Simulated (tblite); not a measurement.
Species: C₈H₇S (doublet state).
Geometry (GFN2-xTB, Å), atoms numbered from 1 in this order:
```
atom  x, y, z in Å
C1    -2.0104   -1.0772    0.4274
C2    -2.1264    0.2836   -0.0394
C3    -1.5530    1.3665   -0.4255
C4    -0.0455    1.5472   -0.5213
C5     0.3976    2.7123   -0.9179
S6     0.6805    4.1707   -1.4101
C7     0.7966    0.4726   -0.1837
C8     1.5289   -0.4406    0.1002
C9     2.4110   -1.5331    0.4420
H10   -2.4851   -1.7649   -0.2739
H11   -2.4820   -1.1896    1.4047
H12   -0.9501   -1.3449    0.5181
H13   -2.0950    2.2522   -0.7184
H14    1.9736   -2.4833    0.1331
H15    2.5843   -1.5561    1.5186
H16    3.3672   -1.4064   -0.0654
```

Computed geometry: GFN2-xTB, gas phase. This method treats the open shell by occupation alone, without spin polarisation.

Take the most abundant isotopes and a rigid rotor. The values belong to one conformer with, in the numbering `[CH3:1]/[C:2]=[CH:3]\[C:4](=[C:5]=[S:6])[C:7]#[C:8][CH3:9]`, C2–C3–C4–C5 -179°.

Problem. Give the principal moments of inertia and the rotational constants in MHz.

Solution. Ia = 293.77, Ib = 630.06, Ic = 917.47 u·Å²; 505379 MHz·u·Å²/I gives A = 1720, B = 802.1, C = 550.8 MHz.

Problem. Classify the top.

Solution. An asymmetric top. Ray's parameter κ = (2B − A − C)/(A − C) = -0.570; −1 is the prolate and +1 the oblate limit.

Problem. Is it planar, by Δ = Ic − Ia − Ib?

Solution. Not planar: Δ = Ic − Ia − Ib = -6.36 u·Å². For a rigid frame Δ = −2 Σ m c², so Σ m c² = 3.18 u·Å² lies off the ab plane, practically all of it from hydrogen. The atom farthest from that plane is 1.02 Å away.

Problem. List the rotational levels J(Ka,Kc) to J = 3 (K).

Solution. Above 0(0,0), as E/k:
J = 1: 1(0,1) 0.065, 1(1,1) 0.109, 1(1,0) 0.121
J = 2: 2(0,2) 0.193, 2(1,2) 0.227, 2(1,1) 0.263, 2(2,1) 0.395, 2(2,0) 0.397
J = 3: 3(0,3) 0.379, 3(1,3) 0.402, 3(1,2) 0.474, 3(2,2) 0.590, 3(2,1) 0.600, 3(3,1) 0.842, 3(3,0) 0.842

For this open shell read J as N, the rotation without spin; fine and hyperfine splittings come on top. Its GFN2-xTB frequencies are all real (lowest 33 cm⁻¹). Constants of a rigid frame at the computed geometry: no zero-point averaging, no centrifugal distortion.

The run took 1.2 s wall on one thread, Arm Neoverse V2 (aarch64), no GPU, shared host with 96 logical CPUs at a one-minute load of 44. These figures are those of the optimisation.
